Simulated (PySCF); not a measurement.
Isomers of C6H8F2Si, mass 146.036 u with the commonest isotopes. Method: PBE0/pcSseg-1 in PySCF (dipole) on a GFN2-xTB geometry, gas phase. One conformer each, none proved a minimum here; rigid rotors.

Question: Order these by out-of-plane moment Σ m c² = (Ia + Ib − Ic)/2, smallest first.
A. `[CH3:1][C:2]#[C:3][C@@H:4]([SiH3:5])/[C:6]([F:7])=[CH:8]\[F:9]` with C3–C4–C6–F7 146°
B. `[CH:1]#[C:2][SiH2:3]/[C:4]([CH2:5][F:6])=[C:7](/[CH3:8])[F:9]` with C2–Si3–C4–C5 -41°, Si3–C4–C5–F6 -127°
C. `[CH3:1][C:2]#[C:3][Si@@H:4]([F:5])[CH2:6]/[CH:7]=[CH:8]\[F:9]` with C3–Si4–C6–C7 -55°, Si4–C6–C7–C8 96°
D. `[CH:1]#[C:2][C@@H:3]1[CH2:4][SiH2:5][C@@H:6]([F:7])[C@@H:8]1[F:9]` with C2–C3–C4–Si5 -162°, C3–C4–Si5–C6 14°, C4–Si5–C6–F7 -103°, Si5–C6–C8–F9 81°
E. `[F:1][C:2]1=[CH:3][CH2:4][C@:5]([F:6])([SiH3:7])[CH:8]=[CH:9]1` with C2–C3–C4–C5 -22°, C3–C4–C5–F6 -88°, C4–C5–C8–C9 -19°, F1–C2–C9–C8 -171°
F. `[CH3:1][C@@:2]1([F:3])[CH:4]=[CH:5][C:6]([F:7])=[CH:8][SiH2:9]1` with C1–C2–C4–C5 97°, C4–C5–C6–F7 -172°, C6–C8–Si9–C2 -18°, C1–C2–Si9–C8 -93°

Answer: B (43.35 u·Å²), C (48.73 u·Å²), F (55.59 u·Å²), E (65.77 u·Å²), D (85.92 u·Å²), A (90.94 u·Å²).

Question: Order these by dipole moment, smallest first.
A. `[CH:1]#[C:2][SiH2:3]/[C:4]([CH2:5][F:6])=[C:7](/[CH3:8])[F:9]` with C2–Si3–C4–C5 -41°, Si3–C4–C5–F6 -127°
B. `[CH3:1][C:2]#[C:3][C@@H:4]([SiH3:5])/[C:6]([F:7])=[CH:8]\[F:9]` with C3–C4–C6–F7 146°
C. `[F:1][C:2]1=[CH:3][CH2:4][C@:5]([F:6])([SiH3:7])[CH:8]=[CH:9]1` with C2–C3–C4–C5 -22°, C3–C4–C5–F6 -88°, C4–C5–C8–C9 -19°, F1–C2–C9–C8 -171°
D. `[CH3:1][C:2]#[C:3][Si@@H:4]([F:5])[CH2:6]/[CH:7]=[CH:8]\[F:9]` with C3–Si4–C6–C7 -55°, Si4–C6–C7–C8 96°
E. `[CH:1]#[C:2][C@@H:3]1[CH2:4][SiH2:5][C@@H:6]([F:7])[C@@H:8]1[F:9]` with C2–C3–C4–Si5 -162°, C3–C4–Si5–C6 14°, C4–Si5–C6–F7 -103°, Si5–C6–C8–F9 81°

Answer: B (0.96 D), E (1.12 D), A (1.48 D), D (1.64 D), C (2.14 D).

Question: Order these by rotational constant C, smallest first.
A. `[CH3:1][C:2]#[C:3][Si@@H:4]([F:5])[CH2:6]/[CH:7]=[CH:8]\[F:9]` with C3–Si4–C6–C7 -55°, Si4–C6–C7–C8 96°
B. `[CH3:1][C@@:2]1([F:3])[CH:4]=[CH:5][C:6]([F:7])=[CH:8][SiH2:9]1` with C1–C2–C4–C5 97°, C4–C5–C6–F7 -172°, C6–C8–Si9–C2 -18°, C1–C2–Si9–C8 -93°
C. `[F:1][C:2]1=[CH:3][CH2:4][C@:5]([F:6])([SiH3:7])[CH:8]=[CH:9]1` with C2–C3–C4–C5 -22°, C3–C4–C5–F6 -88°, C4–C5–C8–C9 -19°, F1–C2–C9–C8 -171°
D. `[CH:1]#[C:2][C@@H:3]1[CH2:4][SiH2:5][C@@H:6]([F:7])[C@@H:8]1[F:9]` with C2–C3–C4–Si5 -162°, C3–C4–Si5–C6 14°, C4–Si5–C6–F7 -103°, Si5–C6–C8–F9 81°
E. `[CH3:1][C:2]#[C:3][C@@H:4]([SiH3:5])/[C:6]([F:7])=[CH:8]\[F:9]` with C3–C4–C6–F7 146°

Answer: A (669.7 MHz), E (742.2 MHz), C (768.7 MHz), B (840.5 MHz), D (907.7 MHz).

```csv
SMILES,point group,Ia (u·Å²),Ib (u·Å²),Ic (u·Å²),κ,μa (D),μb (D),μc (D)
CC#C[C@@H]([SiH3])/C(F)=C\F,C1,327.90,534.94,680.96,-0.49,0.82,0.50,0.07
C#C[C@@H]1C[SiH2][C@@H](F)[C@@H]1F,C1,232.05,496.54,556.75,-0.83,0.17,1.10,0.07
C[C@@]1(F)C=CC(F)=C[SiH2]1,C1,211.50,500.97,601.29,-0.78,0.18,0.09,0.95
CC#C[Si@@H](F)C/C=C\F,C1,403.24,448.79,754.58,0.56,1.29,1.02,0.02
C#C[SiH2]/C(CF)=C(/C)F,C1,275.02,566.37,754.69,-0.62,0.22,0.56,1.35
FC1=CC[C@](F)([SiH3])C=C1,C1,163.82,625.19,657.47,-0.97,1.25,0.00,1.74
```
